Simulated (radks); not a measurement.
Results of a calculation; reference values are marked as such.
Task: S8+, 8 electrons, occupied as [He] 2s2 2p4 (the NIST ground configuration). Code: a radial shooting solver on a logarithmic mesh with Libxc functionals. Model: Dirac Kohn-Sham, PBE, spin-unpolarised, spherical densities, point nucleus; open shells fill j = l - 1/2 first. Some entries of the table are withheld. Estimate them.

| orbital | occ. | eigenvalue (eV) | <1/r> (bohr^-1) |
|---|---|---|---|
| 1s1/2 | 2 | -2645.389 | (1) |
| 2s1/2 | 2 | (2) | (3) |
| 2p1/2 | 2 | (4) | (5) |
| 2p3/2 | 2 | (6) | (7) |

Result: 
(1) 1s1/2 <1/r> (bohr^-1): 15.68
(2) 2s1/2 eigenvalue (eV): -409.2824
(3) 2s1/2 <1/r> (bohr^-1): 3.262
(4) 2p1/2 eigenvalue (eV): -360.5094
(5) 2p1/2 <1/r> (bohr^-1): 3.188
(6) 2p3/2 eigenvalue (eV): -359.0105
(7) 2p3/2 <1/r> (bohr^-1): 3.168
